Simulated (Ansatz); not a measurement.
Ru(P5)2 (P10Ru), relaxed as a singlet with RKS PBE0-D4/def2-SVP in Ansatz, starting from the GFN2-xTB geometry. Force threshold 0.03 eV/Å.

In the def2 sets Ru takes a core potential; there is no spin–orbit coupling. The relaxation made no stability test and no search for a lower SCF solution.

Start:

```xyz
11

Ru   -0.0014    0.0011    0.0007
P    -1.2405    1.9566   -1.0491
P     0.8119    2.3365   -0.5915
P     1.9775    0.7455   -1.4158
P     0.6450   -0.6171   -2.3808
P    -1.3432    0.1321   -2.1561
P     1.3817   -0.1850    2.1280
P    -0.5765    0.6284    2.3960
P    -1.9728   -0.6855    1.4524
P    -0.8774   -2.3112    0.5992
P     1.1957   -2.0014    1.0169
```

(1) Estimate the energy that the relaxation releases and the steps that it takes.

(2) Does the start keep its bonding?

(3) Predict the relaxed structure.

Results:

(1) 0.13 eV, in 12 steps; 2.3 min on 4 threads of Intel Xeon Platinum 8175M on a shared host. The force fell under the threshold at step 3, but the optimiser went on and released 0.050 eV more. No frequencies were taken in this run, so the end may be a saddle point.

(2) By distances, no bond broke or formed. The bond that changes most is Ru1–P11, from 2.54 to 2.50 Å (atoms count from 1).

(3) 
Cartesian coordinates in Å:
```
Ru -0.0002 -0.0002 -0.0002
P -1.5094 1.5551 -1.2493
P 0.3008 2.4272 -0.5239
P 1.9223 1.1610 -1.1018
P 1.1142 -0.4935 -2.1847
P -1.0062 -0.2489 -2.2773
P 1.5872 -0.5758 1.8455
P -0.0559 0.6691 2.4099
P -1.8489 -0.2249 1.6691
P -1.3137 -2.0271 0.6542
P 0.8096 -2.2419 0.7586
```
Bond lengths: 10 × P–P 2.14 Å; 10 × P–Ru 2.50 Å.
